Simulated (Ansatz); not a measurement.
Two isomers of C2H7B2F: A = `BC(B)(C)F`, B = `BC(B)CF`.

Gas-phase electronic energies from Ansatz, PBE0-D4/def2-TZVP geometries. CCSD(T)/CBS is the MP2 limit (def2-TZVPP, def2-QZVPP) plus CCSD(T) − MP2 in def2-TZVPP, frozen cores. DFT in def2-TZVPP. B3LYP here is the variant with VWN-RPA as its local correlation; programs differ in this. Each species was taken in one conformer, which may not be the lowest.

A:

```xyz
12

B     0.271    1.049   -1.310
C     0.547   -0.048   -0.309
B     0.063    0.443    1.109
C    -0.526   -1.073    0.102
F     1.796   -0.644   -0.303
H     1.174    1.609   -1.852
H    -0.860    1.399   -1.475
H    -0.876    1.164    1.228
H     0.759    0.131    2.024
H    -1.447   -0.987   -0.464
H    -0.823   -0.981    1.195
H    -0.078   -2.063    0.054
```

B:

```xyz
12

B    -0.466    0.872   -1.182
C    -0.080    0.244    0.184
B    -1.196   -0.765    0.562
C     1.342   -0.232    0.314
F     1.592   -0.665    1.609
H     0.318    0.898   -2.087
H    -1.550    1.351   -1.335
H    -0.287    1.129    0.823
H    -2.302   -0.374    0.790
H    -0.967   -1.939    0.584
H     1.528   -1.077   -0.356
H     2.067    0.557    0.095
```

(1) Which isomer does CCSD(T)/CBS put lower? Give the gap. (Estimate.)

(2) Give E(B) − E(A) in kJ/mol with PBE-D4, B2PLYP, MP2/def2-TZVPP, B3LYP-D4, B3LYP, ωB97M-V, r2SCAN-D4. (Estimate.)

Largest T1 diagnostic: 0.012.

Answers

(1) Computed: B, by 25.4 kJ/mol.

(2) Ansatz gave: PBE-D4 -5.6, B2PLYP -27.6, MP2/def2-TZVPP -23.4, B3LYP-D4 -26.0, B3LYP -27.8, ωB97M-V -19.1, r2SCAN-D4 -13.0. None reverses the order clearly.

From PBE to PBE0 (25 % exact exchange), in def2-TZVPP and without D4, E(B) − E(A) moves by −7.3 kJ/mol. In def2-TZVPP, CCSD(T) changes the Hartree–Fock value by +36.6 kJ/mol (the triples alone add +6.0 kJ/mol) and MP2 by +40.2 kJ/mol.
